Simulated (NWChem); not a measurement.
System: CH₆F₂Si₂; SMILES FC(F)([SiH3])[SiH3]

```xyz
11

F      0.0000    -1.1236    -1.1911
C      0.0000     0.0000    -0.3641
F      0.0000     1.1236    -1.1911
Si     1.6650     0.0000     0.6228
Si    -1.6650     0.0000     0.6228
H      1.7184     1.2292     1.4833
H      1.7184    -1.2292     1.4833
H      2.7902     0.0000    -0.3688
H     -2.7902     0.0000    -0.3688
H     -1.7184     1.2292     1.4833
H     -1.7184    -1.2292     1.4833
```
Atoms are numbered in this order, from 1.

Level: PBE-D3(BJ)/def2-SVP (NWChem), optimised geometry, unscaled harmonic frequencies. 

```csv
frequency (cm⁻¹),IR intensity (km/mol)
126,0.0
137,0.0
148,0.0
197,0.0
215,1.8
287,16.9
372,2.9
513,2.1
528,9.2
581,0.0
637,76.2
651,47.2
837,273.5
878,47.4
894,24.4
897,0.0
898,51.6
909,68.1
930,13.1
986,111.2
1063,61.4
2174,48.2
2180,25.7
2190,0.0
2196,158.9
2200,56.6
2202,105.6
```

```json
{
 "zero_point_energy": "36.9 kcal/mol",
 "thermal correction to the enthalpy at 298.15 K (with zero-point energy)": "42.5 kcal/mol",
 "heat capacity Cv": "28.3 cal/(mol K)",
 "entropy at 298.15 K and 1 atm (symmetry number 2)": "85.1 cal/(mol K)",
 "dipole_moment": "1.42 D"
}
```

Rigid rotor and harmonic oscillator.
